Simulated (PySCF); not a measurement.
## Ni(SH)2: what the settings change

Ni(SH)2 holds Ni(II), d8, at total charge 0. The structure is a PBE0-D3(BJ)/def2-TZVP geometry optimised for multiplicity 3; coordination linear, point group C2h, metal–donor distances 2.12 Å.

```
5

Ni    0.000    0.000    0.000
S     0.000    0.000    2.125
H     1.338    0.000    2.278
S     0.000    0.000   -2.125
H    -1.338    0.000   -2.278
```

Method (PySCF 2.14, density fitting): CASSCF(8,5) with orbitals averaged over all microstates of the shell, strongly contracted NEVPT2 on the averaged canonical orbitals; basis x2c-TZVPall on the metal, x2c-SVPall elsewhere; spin-free X2C; gas phase; spin-orbit coupling by state interaction with the mean-field operator over all roots.

Base run: NEVPT2 ground state 3Bg, next 3Ag at 1438, then 3Bg at 1442 cm⁻¹, B(CASSCF) 1231, ζ 636 cm⁻¹, μeff(300 K) 4.31 μB.

(1) What happens with the basis x2c-TZVPall on all atoms?

(2) What happens with orbitals averaged over the highest spin alone?

NEVPT2 lifts 3Ag from 2720 to 5319 cm⁻¹; on the d shell alone such lifts tend to overshoot.

## Answers

(1) NEVPT2 ground state 3Bg, next 3Bg at 1402, then 3Ag at 1445 cm⁻¹, B(CASSCF) 1231, ζ 636 cm⁻¹, μeff(300 K) 4.35 μB. It took 2.6 s against 2 s on a shared host of the same kind.

(2) NEVPT2 ground state 3Bg, next 3Ag at 1323, then 3Bg at 1348 cm⁻¹, B(CASSCF) 1238, ζ 638 cm⁻¹, μeff(300 K) 4.38 μB.
